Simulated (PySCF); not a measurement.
HgCl₂, SMILES [Hg]([Cl])[Cl].

Coordinates come from a B3LYP-D3(BJ)/def2-TZVP optimisation. The isomer is the one that the SMILES or the coordinates give; other isomers of the formula were not compared. The def2 effective core potentials stand for the cores of Hg; spin–orbit coupling is left out.

Level of theory: PySCF 2.14.0 with TDDFT-LC-ωPBE/def2-SVPD.

Vertical excitations; the highest root listed may be one member of a degenerate set. Isolated molecule, no solvent. State labels are in the subgroup D2h.

| state | symmetry | energy (eV) | λ (nm) | f | main pairs |
|---|---|---|---|---|---|
| S1 | B3g | 5.60 | 221 | 0.000 | HOMO→LUMO (degenerate set) |
| S2 | B2g | 5.60 | 221 | 0.000 | HOMO−1→LUMO (degenerate set) |
| S3 | B3u | 6.35 | 195 | 0.025 | HOMO−2→LUMO (degenerate set) |
| S4 | B2u | 6.35 | 195 | 0.025 | HOMO−3→LUMO (degenerate set) |
| S5 | B1u | 7.52 | 165 | 0.246 | HOMO−4→LUMO 58 %, HOMO→LUMO+1 19 %, HOMO−1→LUMO+2 19 % |
| S6 | Ag | 7.84 | 158 | 0.000 | HOMO−5→LUMO 85 % |
| S7 | Au | 8.02 | 155 | 0.000 | HOMO→LUMO+2, HOMO−1→LUMO+1 (degenerate set) |
| S8 | B1u | 8.02 | 155 | 0.000 | HOMO−1→LUMO+2, HOMO→LUMO+1 (degenerate set) |
| S9 | Au | 8.03 | 154 | 0.000 | HOMO−1→LUMO+1 48 %, HOMO→LUMO+2 48 % |
| S10 | B1g | 8.77 | 141 | 0.000 | HOMO−3→LUMO+2 48 %, HOMO−2→LUMO+1 48 % |
| T1 | B3g | 5.12 | 242 | 0 | HOMO→LUMO (degenerate set) |
| T2 | B2g | 5.12 | 242 | 0 | HOMO−1→LUMO (degenerate set) |
| T3 | B2u | 5.82 | 213 | 0 | HOMO−3→LUMO (degenerate set) |
| T4 | B3u | 5.82 | 213 | 0 | HOMO−2→LUMO (degenerate set) |
Triplets are in the Tamm–Dancoff approximation, which puts them higher than full response would, so one can lie above its singlet here.
